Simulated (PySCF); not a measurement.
Compound: H₄O₄Si.
SMILES: `O[Si](O)(O)O`

Computed, not measured: PySCF 2.14.0, density-fitted response routines, TDDFT PBE0/def2-SVPD, vertical, gas phase, core orbitals frozen in the response. Geometry: GFN2-xTB; no solvent, vibrations or thermal averaging. Torsions of this conformer, `[OH:1][Si:2]([OH:3])([OH:4])[OH:5]`: H–O1–Si2–O3 166°, H–O3–Si2–O1 -43°, H–O4–Si2–O1 -167°, H–O5–Si2–O1 -75°.

```csv
state,E (eV),λ (nm),ν̃ (cm⁻¹),f,symmetry,"main configurations (H = HOMO, L = LUMO)"
S1,7.77,159.6,62650,0.010,E,H-1/H→L (≥97%)
S2,7.77,159.5,62710,0.011,E,H-1/H→L (≥97%)
S3,8.52,145.6,68700,0.0000,–,H-2→L (82%)
S4,8.65,143.4,69750,0.130,B,H-3→L (87%)
S5,9.04,137.1,72920,0.0070,B,"H-1/H→L+3 (≥46%), H-1/H→L+2 (≥36%)"
S6,9.06,136.8,73110,0.0001,–,"H-1/H→L+2 (≥32%), H-1/H→L+3 (≥22%), H-6→L (18%)"
S7,9.13,135.7,73680,0.072,E,"H-1/H→L+1 (≥56%), H-5→L (28%)"
S8,9.14,135.7,73710,0.074,E,"H-1/H→L+1 (≥53%), H-4→L (30%)"
```

Triplets, Tamm–Dancoff:

| state | E (eV) | λ (nm) | main configurations (H = HOMO, L = LUMO) |
| --- | --- | --- | --- |
| T1 | 7.54 | 164.5 | H-1/H→L (≥91%) |
| T2 | 7.54 | 164.4 | H-1/H→L (≥91%) |
| T3 | 8.19 | 151.4 | H-2→L (67%) |

The lowest singlet level (S1/S2) lies at 7.77 eV (160 nm, vacuum ultraviolet) and is weak. The most intense listed level is S7/S8 at 9.13 eV (136 nm, f = 0.146 summed), 1.37 eV above S1. It is the last of those listed, so stronger ones may follow. S1/S2 and S7/S8 lie within about 0.01 eV of each other in each set; the point group S4 has degenerate representations, and within a degenerate level the listed configurations can mix freely. Löwdin shares by element: HOMO (one of a set within 0.03 eV) oxygen 92%; LUMO silicon 41%, oxygen 29% or more (atoms not listed hold the other 30%). Of the 8 states listed, 5 reach f = 0.01 and 2 stay under 0.0005. The oscillator strengths of these states sum to 0.304; summed over the whole spectrum of an exact calculation they would give the number of electrons, 50 (Thomas–Reiche–Kuhn). Weighted by f, the mean energy of these states is 8.83 eV. Symmetry labels in S4 follow from the direction of the transition dipole and are given only for states with f of 0.002 or more. Orbitals of the list HOMO-3 to LUMO+2 that lie within 0.01 eV of each other are written together with a slash and their weights summed (≥ marks a lower bound); for degenerate orbitals outside that list single weights are arbitrary. The window holds the lowest 8 singlets.
